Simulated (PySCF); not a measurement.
## Computed properties of B(Me)(OH)(SH) (CH5BOS), SMILES CB(O)S

B(Me)(OH)(SH) (CH5BOS), SMILES B(C)(S)O. Geometry optimised at B3LYP-D3(BJ)/def2-SVP. One conformer was computed; it need not be the lowest. All values are computed for the isolated molecule unless a solvent is named; none is compared with measurement here.

**Structure.** The optimised structure has Cs symmetry. All 21 harmonic modes at B3LYP-D3(BJ)/def2-SVP (PySCF) are real, so it is a minimum. With heavy atoms numbered as in [B:1]([CH3:2])([OH:6])[SH:8], the shortest bond between them is B1–O6 at 1.363 Å and the longest B1–S8 at 1.821 Å.

**Vibrations.** The strongest infrared lines (harmonic, unscaled, degenerate partners summed) lie at 1389 cm⁻¹ (207 km/mol, B 55 %, O 17 %, H 16 %, C 12 %), 939 cm⁻¹ (163 km/mol, H 56 %, B 24 %, O 10 %, C 9 %), 1191 cm⁻¹ (162 km/mol, H 46 %, B 43 %). The softest mode is at 50 cm⁻¹ and the zero-point energy is 41.0 kcal/mol.

**Electronic structure.** HF/def2-TZVP (PySCF) places the frontier levels at -10.29 and 2.94 eV, a gap of 13.23 eV, and gives a dipole moment of 2.31 D and a mean polarisability of 46.1 bohr³.

**Excitations.** TDA-PBE0/def2-SVPD (PySCF) has S1 at 6.40 eV (194 nm, f = 0.024, weak); the most intense of the 10 singlets computed lies at 6.88 eV (f = 0.20). T1 (TDA) is at 5.63 eV, 0.77 eV under S1. No vertical singlet excitation falls in the visible range (under 3.1 eV).

**NMR.** GIAO shifts at B3LYP/pcSseg-1 (PySCF) (non-relativistic, atoms alike by connectivity averaged): ¹³C at 6.2 ppm against TMS; ¹H from 0.8 to 4.9 ppm against TMS; ¹¹B at 40.2 ppm against BF3.
